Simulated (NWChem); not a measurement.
System: C$_{3}$H$_{7}$FSi; SMILES F[SiH]1CCC1

```xyz
12

F     -0.2647    -2.0489     0.0000
Si     0.4311    -0.5840     0.0000
C     -0.1784     0.7259     1.2124
C     -0.1051     1.7225     0.0000
C     -0.1784     0.7259    -1.2124
H      1.9038    -0.8169     0.0000
H      0.3969     1.0034     2.0993
H     -1.2193     0.5565     1.5117
H     -0.8948     2.4816     0.0000
H      0.8554     2.2498     0.0000
H     -1.2193     0.5565    -1.5117
H      0.3969     1.0034    -2.0993
```
Atoms are numbered in this order, from 1.

All runs: NWChem. Geometry: optimised at B3LYP/6-31G* (spherical d). GIAO values for the isolated, static molecule; σ is the absolute isotropic shielding, δ = σ(reference) − σ with the isolated reference molecule computed at the same levels (13C: tetramethylsilane, 19F: trichlorofluoromethane, 1H: tetramethylsilane).

What does the run give for PBE0/pcSseg-1? Quantities: δ F1 (ppm); δ C3 (ppm); δ C4 (ppm); δ H6 (ppm); δ H7 (ppm); δ H8 (ppm); δ H9 (ppm).

The δ F1 (ppm) is -169.9, the δ C3 (ppm) comes out as 22.9 and the δ C4 (ppm) comes out as 13.7. The δ H6 (ppm) is 5.51 and the δ H7 (ppm) comes out as 1.35. The δ H8 (ppm) is 1.60 and the δ H9 (ppm) is 2.06.
